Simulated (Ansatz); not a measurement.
```yaml
crystal:
  periodic: [false, false, false]
  atoms:
    - {symbol: Ga, position_ang: [-0.833889, -1.244514, -1.508005]}
    - {symbol: Ga, position_ang: [0.914467, 0.499771, 0.266538]}
    - {symbol: Te, position_ang: [-0.346726, 1.788328, 1.983353]}
    - {symbol: Te, position_ang: [1.668924, -0.336678, -1.915785]}
    - {symbol: Te, position_ang: [-1.402775, -0.706917, 1.173899]}
basis:
  gaussian: {orbitals: def2-TZVP, initial_orbitals: start.molden}
total_charge: 1
magnetization: {spin_polarized: true, initial_magnetization: 1}
hamiltonian: {xc: {name: CAM-B3LYP}, dispersion: d4}
scf: {omitted_lower_state_checks: [starts]}
output: {orbitals: {seedname: orbitals}}
```

The file start.molden holds the orbitals of an earlier run on this structure, at another level or in another basis.

```sh
$ ansatz run in.yaml --threads 4 --pin off --events-out ev --progress --plain --max-ram 4787MiB
```

(1) Does this run fit into the memory that it is given?

Results:

(1) No. It has 246 basis functions, and Ansatz plans for 5.20 GiB where 4.67 GiB are given.
